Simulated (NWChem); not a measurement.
Total energies of BrGe

```
Ge
Br 1 2.3542
```
Charge 0, spin multiplicity 2.

Program: NWChem. Structure: optimised with UB3LYP/def2-SVP, a minimum by its harmonic frequencies.

Basis set: def2-TZVP (96 functions).

| method | total energy (Ha) | relative cost |
|---|---|---|
| UHF | -4647.80599 | 1 |
| UMP2 | -4648.27926 | under 3 |
| UB2PLYP | -4650.41246 | under 3 |
| UPBE | -4650.46498 | under 3 |
| UB3LYP | -4651.23958 | under 3 |
| UM06-2X | -4651.20748 | under 3 |

Total energies of different functionals aren't comparable as a measure of quality: only differences taken within one method are. Relative cost: rough, from shared machines, SCF included, UHF = 1.

The Hamiltonian is non-relativistic. The correlated methods keep 18 core orbitals frozen. B3LYP has NWChem's definition, with VWN1-RPA local correlation. This spin state was chosen for the runs; another may lie lower. The structure started from a generated list of species. The unpaired electrons of the parent sit in orbitals of symmetry b1 (C2v labels of the run); other states weren't searched. No SCF solution was tested for a lower state. Open-shell Hartree-Fock references start from PBE0 orbitals; any time given for them includes that run.
